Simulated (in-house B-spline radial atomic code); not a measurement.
# Ionising the iridium ion Ir³⁺ with different functionals

Computed with an all-electron radial atomic-structure program (B-spline basis): four-component Dirac-Coulomb Hamiltonian, Fermi nucleus of rms radius 5.4032 fm, spin-restricted, spherical fractional occupations for the functionals. The ionisation energy is the difference of two self-consistent energies, [Xe] 4f14 5d6 → [Xe] 4f14 5d5, without Breit or QED terms; ε is the level of the shell that loses the electron (mean over j). The electron is taken from both j subshells in proportion to 2j + 1, so the result is a j average, not the step between ground levels.

Hybrids are left out here: with spherical fractional occupations of an open shell their exact exchange keeps a self-interaction that integer-occupation calculations don't have.

```csv
method,rung,ΔSCF (eV),-ε(5d) (eV)
LDA VWN5,LDA,43.87,37.18
relativistic LDA,LDA,43.88,37.19
LDA PW92,LDA,43.87,37.17
LDA exchange-only,LDA,?,?
PBE,GGA,43.55,36.86
PBEsol,GGA,43.59,36.90
BLYP,GGA,43.44,36.76
RPBE,GGA,43.47,36.78
PW91,GGA,43.64,36.95
BP86,GGA,43.67,36.98
AM05,GGA,?,?
OLYP,GGA,43.62,36.90
```

What does AM05 give?

ΔSCF 43.59 eV, and -ε(5d) = 36.89 eV.

What does LDA exchange-only give?

ΔSCF 42.28 eV, and -ε(5d) = 35.62 eV.

How do they compare with the NIST value?

NIST lists 40 eV ± 1.7 (tabulated theory, ground level to ground level). Errors run from +2.28 to +3.88 eV. The correlated functionals all miss on the same side by more than they spread, so the cause is common to them (Breit-QED terms, spin polarisation, the choice among j levels, multiplet and fine-structure energies, or a listed next ion that isn't the cheapest removal here) and closeness doesn't rank the functionals.
